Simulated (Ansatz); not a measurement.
Consider the cleavage of the B–Si bond: `FB[Si](F)(F)F` + `BO` → `BOBF` + `F[SiH](F)F`.

Computed with Ansatz on PBE0-D4/def2-TZVP structures; ΔE is electronic, products minus reactants. CBS: MP2 limit from def2 TZ/QZ plus the TZ coupled-cluster correction, frozen cores. This one scheme is used for every species. Functionals use def2-TZVPP. Each species was taken in one conformer, which may not be the lowest.

```
 level  ΔE (kJ/mol)
B97M-V       -161.5
  BLYP       -151.7
```

Q: What does CCSD(T)/CBS give? (An estimate is asked.)

A: Ansatz gave: -162.3 kJ/mol. The listed levels differ from it by 0.8, 10.6 kJ/mol.

Largest T1 diagnostic among the species: 0.014.

From BLYP to BHLYP (50 % exact exchange), in def2-TZVPP and without D4, ΔE moves by −19.8 kJ/mol. Leaving LDA and LC-ωPBE aside and taking each functional with its dispersion term where it has one, the values, not all of them listed here, spread over 30.8 kJ/mol, from BHLYP-D4 to revPBE-D4. LDA lies −9.8 kJ/mol from PBE without D4.

CCSD(T)/CBS has its own doubt, a few kJ/mol and more with outer-core shells, so smaller differences from it don't rank the levels.
